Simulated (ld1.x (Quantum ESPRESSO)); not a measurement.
# u(r) = r·R(r): atom against pseudo-atom (aluminium)

Columns: radius, all-electron u(r) and pseudo u(r) of the 3p shell (level -13.05 eV) of aluminium in the configuration [Ne] 3s1.5 3p0; PBE, non-relativistic, ultrasoft scheme, ld1.x (Quantum ESPRESSO) 7.5.

```json
{"r (bohr)": "0.132", "all-electron": "0.1390", "pseudo": "-0.0056"}
{"r (bohr)": "0.264", "all-electron": "0.2607", "pseudo": "-0.0224"}
{"r (bohr)": "0.396", "all-electron": "0.2773", "pseudo": "-0.0495"}
{"r (bohr)": "0.528", "all-electron": "0.2197", "pseudo": "-0.0862"}
{"r (bohr)": "0.660", "all-electron": "0.1234", "pseudo": "-0.1311"}
{"r (bohr)": "0.792", "all-electron": "0.0118", "pseudo": "-0.1826"}
{"r (bohr)": "0.924", "all-electron": "-0.1014", "pseudo": "-0.2389"}
{"r (bohr)": "1.056", "all-electron": "-0.2083", "pseudo": "-0.2982"}
{"r (bohr)": "1.188", "all-electron": "-0.3049", "pseudo": "-0.3583"}
{"r (bohr)": "1.320", "all-electron": "-0.3892", "pseudo": "-0.4173"}
{"r (bohr)": "1.452", "all-electron": "-0.4608", "pseudo": "-0.4732"}
{"r (bohr)": "1.584", "all-electron": "-0.5198", "pseudo": "-0.5240"}
{"r (bohr)": "1.716", "all-electron": "-0.5671", "pseudo": "-0.5679"}
{"r (bohr)": "1.848", "all-electron": "-0.6032", "pseudo": "-0.6032"}
{"r (bohr)": "1.980", "all-electron": "-0.6286", "pseudo": "-0.6286"}
{"r (bohr)": "2.112", "all-electron": "-0.6442", "pseudo": "-0.6442"}
{"r (bohr)": "2.244", "all-electron": "-0.6509", "pseudo": "-0.6509"}
{"r (bohr)": "2.376", "all-electron": "-0.6498", "pseudo": "-0.6498"}
{"r (bohr)": "2.508", "all-electron": "-0.6421", "pseudo": "-0.6421"}
{"r (bohr)": "2.640", "all-electron": "-0.6290", "pseudo": "-0.6290"}
{"r (bohr)": "2.772", "all-electron": "-0.6116", "pseudo": "-0.6116"}
{"r (bohr)": "2.904", "all-electron": "-0.5907", "pseudo": "-0.5907"}
{"r (bohr)": "3.036", "all-electron": "-0.5674", "pseudo": "-0.5674"}
{"r (bohr)": "3.168", "all-electron": "-0.5424", "pseudo": "-0.5424"}
{"r (bohr)": "3.300", "all-electron": "-0.5162", "pseudo": "-0.5162"}
{"r (bohr)": "3.432", "all-electron": "-0.4893", "pseudo": "-0.4893"}
```

Question: How many radial nodes do the two functions have?

Answer: The all-electron 3p function has n − l − 1 = 1; the pseudo-wave has 0, since the states of the same l below it are removed with the core.

Question: At about which radius was the pseudo-wave matched?

Answer: 1.90 bohr, where the columns begin to agree (steps of 0.13 bohr).

Question: Is the pseudo-wave norm-conserving?

Answer: No, it belongs to an ultrasoft set: the norm inside the radius is not constrained, and the difference is carried by the augmentation charge.
